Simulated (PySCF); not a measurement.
Two species compared at the same levels of theory.

First species: C4H7GeN.
SMILES: `N#[C][GeH]1[CH2]C[CH2]1`

Second species: ReO3Me, CH3O3Re (singlet state).
Geometry (PBE0-D3(BJ)/def2-SVP, Å), atoms numbered from 1 in this order:
```xyz
8
CH3O3Re angstrom
Re     0.468    0.817    0.324
O      0.394    0.761    2.019
O      2.056    0.707   -0.263
O     -0.384    2.133   -0.326
C     -0.506   -0.882   -0.350
H     -0.021   -1.771    0.080
H     -0.447   -0.920   -1.449
H     -1.560   -0.844   -0.035
```

Levels: wB97X-D/def2-SVPD for dipole moment, HOMO energy, LUMO energy, HOMO–LUMO gap and static isotropic polarisability; TDDFT wB97X-D/def2-SVPD for lowest singlet excitation; PBE0-D3(BJ)/def2-SVP for rotational constant A and rotational constant C. Geometries: PBE0-D3(BJ)/def2-SVP. Each species is one conformer at its optimised geometry, gas phase (atoms past krypton carry core potentials, spin–orbit coupling is left out); the electronic structure was computed with PySCF and density fitting.

Q: Which of the two has the higher rotational constant A, and by how much?

A: The first: 4.274 GHz against 3.860 GHz, a difference of 0.414 GHz.

Q: Which has the higher HOMO energy?

A: The first: -10.21 eV against -11.74 eV, a difference of 1.53 eV.

Q: Which has the higher S1 energy?

A: The first: 6.77 eV against 4.68 eV, a difference of 2.09 eV.

Q: Which of the two has the higher dipole moment, and by how much?

A: The first: 4.39 D against 3.28 D, a difference of 1.11 D.

Q: Which has the higher rotational constant C?

A: The second: 3.484 GHz against 1.684 GHz, a difference of 1.800 GHz.

Q: Which of the two has the higher HOMO–LUMO gap, and by how much?

A: The first: 11.27 eV against 10.45 eV, a difference of 0.82 eV.

Q: Which has the higher LUMO energy?

A: The first: 1.06 eV against -1.29 eV, a difference of 2.35 eV.

Q: Which has the higher static isotropic polarisability?

A: The first: 77.5 au against 58.3 au, a difference of 19.2 au.

On the first: The principal polarisabilities are 67.8, 73.3 and 91.4 au; their mean is the isotropic value. The polarisability is 11.49 Å³ as a volume (1 au = 0.148185 Å³), or 1.11 au for each of the 70 electrons. Relativistic effects, spin–orbit coupling among them, are left out although an element past zinc is present.

On the second: S1 lies 5.77 eV below the HOMO–LUMO gap. The polarisability is 8.64 Å³ as a volume (1 au = 0.148185 Å³). Atoms past krypton carry effective core potentials; spin–orbit coupling is left out.
